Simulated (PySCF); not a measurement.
How methods differ on the ionisation energy of Er³²⁺

Er³²⁺ [Kr] → Er³³⁺ [Ar] 3d10 4s2 4p5 [4p1/2^2 4p3/2^3, M_J = 3/2], as a difference of total energies. Calculation: PySCF 2.14, in an uncontracted even-tempered set (17 s from 3.1 bohr⁻², ratio 2.8; 14 p from 4.1 bohr⁻², ratio 2.8; 8 d from 7.2 bohr⁻², ratio 2.8; 4 f from 21 bohr⁻², ratio 3); the two-component X2C-1e Hamiltonian. Correlated levels: [Ne] frozen; the 80 highest virtual spinors dropped. "Screened" scales the spin-orbit matrix elements by Boettger's factors to mimic the two-electron term; Breit and QED terms are absent.

| method | ionisation energy (eV) |
| --- | --- |
| GHF (spin-free) | 1384.2 |
| GMP2 (spin-free) | 1385.5 |
| GHF (screened spin-orbit) | 1365.9 |
| GMP2 (screened spin-orbit) | 1367.3 |

Breit and QED terms and the two-electron picture change are absent.

The spin-free rows lack the spin-orbit shift.

For comparison: 1370 ± 4 eV (theoretical estimate listed by NIST; NIST Atomic Spectra Database, ionization energies).
